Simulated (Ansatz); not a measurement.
Born–Oppenheimer molecular dynamics of FGeH6N (9 atoms, charge 0, multiplicity 1). It starts at the highest image of a converged band, a first-order saddle point between two minima.

Theory: RKS r2SCAN-D4/def2-SVP (Ansatz).

```
ensemble                      : NVE (velocity Verlet)
time step                     : 0.5 fs
steps asked                   : 200
starting velocities drawn for : 100 K
seed                          : 8512
```

First frame:

```xyz
9
Properties=species:S:1:pos:R:3
Ge -0.305 0.102 -0.140
F 0.010 0.619 1.919
H 0.841 -0.885 0.082
H -0.048 1.585 -0.401
H -0.978 -0.401 -1.471
N -1.907 -0.252 1.010
H -2.190 -1.231 1.071
H -2.727 0.314 0.787
H -1.222 0.148 1.831
```

**Question.** What does the run give?

**Answer.** All steps were run.

| Item | Value |
| --- | --- |
| steps done | 200 |
| time covered | 100 fs |
| mean temperature over the second half | 518 K |
| spread of the potential energy over the second half | 3.7 meV per atom |
| mean potential energy of the second half above the start | -42.0 meV per atom |

The conserved energy stayed within 0.084 meV per atom of its start (net change 0.017 meV per atom), so the integration is sound. The kinetic energy rose, since the run started high on the potential surface and went downhill. It ends in pieces (FH + GeH5N), so much of that is their flight and rotation, not heat. A run of 0.1 ps of so small a system gives no equilibrium averages. The orbitals stay closed-shell, which can raise the energy where a bond breaks towards radicals; this wasn't checked here.

**Question.** What happens to the structure?

**Answer.** Between its relaxed ends the band would form Ge1–N6, F2–H9 and break Ge1–F2, N6–H9. These pairs go: Ge1–N6 2.00 → 1.85 Å, F2–H9 1.32 → 0.96 Å, Ge1–F2 2.15 → 3.59 Å, N6–H9 1.14 → 2.12 Å. In the last frame they stand as after the step (other bonds may differ from the relaxed reactants and products). It ends as FH + GeH5N. Pairs count as bonded within 1.25 times the sum of covalent radii (0.12 Å more for H–H). This is one draw of velocities; another would differ in detail.

**Question.** How do temperature and energy run in time?

**Answer.** 
```
time (fs)  T (K)  potential energy less start (eV)  conserved less start (meV/atom)
        0    100                             0.000                             0.00
        8     45                             0.051                             0.04
       16     50                             0.046                             0.05
       24    109                            -0.008                             0.02
       32    176                            -0.068                             0.03
       40    274                            -0.157                             0.05
       48    429                            -0.297                             0.02
       56    547                            -0.404                             0.04
       64    566                            -0.421                             0.00
       72    554                            -0.411                             0.04
       80    498                            -0.360                             0.06
       88    499                            -0.361                             0.01
       96    489                            -0.352                            -0.03
```

Time of the run: 9 min on 2 threads of Arm Neoverse V1, on a shared host, peak memory 0.14 GiB.
